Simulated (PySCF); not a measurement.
CBrF₂, SMILES F[C](F)Br, multiplicity 2.

Geometry: r2SCAN-D4/def2-SVP. The isomer is the one that the SMILES or the coordinates give; other isomers of the formula were not compared.

Two levels are set side by side: PBE/def2-TZVPD (PySCF) and ωB97X/def2-TZVPD (PySCF). Same geometry, gas phase. Differences are taken from unrounded values.

```json
[
 {"quantity": "α-spin orbital gap (eV)", "ωB97X": "10.93"},
 {"quantity": "β-spin orbital gap (eV)", "ωB97X": "10.97"},
 {"quantity": "dipole moment (D)", "ωB97X": "0.34"},
 {"quantity": "mean polarisability (bohr³)", "ωB97X": "38.0"}
]
```

### Question
What does PBE give, and how far is it from ωB97X? (The exact figures need the calculation; the answer reports its results.)

### Answer

| quantity | PBE | PBE minus ωB97X |
|---|---|---|
| α-spin orbital gap (eV) | 4.11 | -6.82 |
| β-spin orbital gap (eV) | 3.96 | -7.01 |
| dipole moment (D) | 0.20 | -0.14 |
| mean polarisability (bohr³) | 40.6 | 2.6 |

Loosely held outer electrons make PBE densities more polarisable. Differences between two approximate levels are no errors against the true value.

Rough cost on one machine, each run with all the roots and properties that it gave: ωB97X against PBE within a factor of 2.
